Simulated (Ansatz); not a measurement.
C3H7Sb, SMILES `C[CH]1[CH2][SbH]1`, 11 atoms. Charge 0, multiplicity 1. Correlated methods include outer-core shells of Sb, which these sets cover unevenly. Sb takes the def2 core potential. All runs use 4 threads of a server CPU on a shared host. Correlated methods freeze the cores.

Question: How many basis functions does each run have, and how long does it take in Ansatz? RHF-CCSD(T)/def2-TZVPP energy; RKS PBE0-D4/def2-QZVPP energy; RKS HSE06 (plane-wave form)-D4/def2-TZVPP energy; RKS BLYP-D4/def2-TZVPP energy; RKS PBE0-D4/def2-TZVP frequencies; RHF-CCSD(T)/def2-SVP energy; RKS LC-ωPBE/def2-TZVPP energy; RHF-MP2/def2-QZVPP energy; RKS CAM-B3LYP-D4/def2-TZVPP energy; RKS ωB97M-V/def2-SVP energy; direct RPA on PBE orbitals/def2-TZVPP energy; RKS PBE0-D4/def2-SVP energy. (Estimate.)

Answer: Ansatz gave: Other jobs shared the machine, so times are rough.

| level | job | functions | wall time | peak host memory (GiB) |
| --- | --- | --- | --- | --- |
| RKS PBE0-D4/def2-SVP | energy | 103 | 0.65 s | 0.25 |
| RKS BLYP-D4/def2-TZVPP | energy | 241 | 1.4 s | 0.31 |
| RKS LC-ωPBE/def2-TZVPP | energy | 241 | 1.7 s | 0.45 |
| RKS ωB97M-V/def2-SVP | energy | 103 | 1.9 s | 0.34 |
| RKS HSE06 (plane-wave form)-D4/def2-TZVPP | energy | 241 | 2.1 s | 0.62 |
| RKS CAM-B3LYP-D4/def2-TZVPP | energy | 241 | 2.1 s | 0.67 |
| RHF-CCSD(T)/def2-SVP | energy | 103 | 4 s | 0.56 |
| RKS PBE0-D4/def2-QZVPP | energy | 463 | 4.5 s | 1.6 |
| direct RPA on PBE orbitals/def2-TZVPP | energy | 241 | 4.5 s | 0.72 |
| RHF-MP2/def2-QZVPP | energy | 463 | 15 s | 3 |
| RHF-CCSD(T)/def2-TZVPP | energy | 241 | 46 s | 5.8 |
| RKS PBE0-D4/def2-TZVP | frequencies | 185 | 89 s | 0.52 |

LC-ωPBE has ω = 0.4 bohr⁻¹.
